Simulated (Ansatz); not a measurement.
CH6AsNSi, SMILES `C[As]1N[SiH2]1`, relaxed with RKS PBE-D4/def2-SVP in Ansatz 0.2.0 from a rough embedded geometry. The force threshold is 0.03 eV/Å; the program also tests the step.

Charge 0, multiplicity 1.

Start:

```xyz
10

C     0.248   -0.079    1.481
As    1.102    0.927    0.039
N    -0.532    1.172   -0.955
Si    0.189   -0.426   -1.628
H     0.061   -1.090    1.261
H    -0.697    0.449    1.836
H     0.946   -0.035    2.402
H    -1.294    0.894   -0.374
H     0.658   -0.258   -2.932
H    -0.682   -1.556   -1.129
```

```tsv
step	energy (eV)	largest force (eV/Å)	largest move (Å)
1	-71314.4961	2.884	0.000
2	-71314.9260	1.352	0.195
3	-71314.9983	0.888	0.200
4	-71315.0687	0.551	0.095
5	-71315.0841	0.359	0.056
6	-71315.0947	0.575	0.195
7	-71315.1002	0.340	0.200
8 (rejected)	-71315.0692	0.417	0.186
9	-71315.1226	0.118	0.077
10	-71315.1248	0.080	0.075
11	-71315.1256	0.055	0.081
12	-71315.1259	0.065	0.033
13	-71315.1262	0.019	0.006
```

End:

```xyz
10

C     0.250   -0.060    1.642
As    0.896    1.080    0.116
N    -0.647    1.050   -1.077
Si    0.216   -0.369   -1.593
H    -0.418   -0.879    1.310
H    -0.295    0.587    2.361
H     1.128   -0.495    2.162
H    -1.603    1.180   -0.733
H     0.717   -0.352   -3.007
H    -0.243   -1.743   -1.183
```

Hardware: 4 threads of a server CPU on a shared host. Wall time 18 s, peak host memory 0.17 GiB.
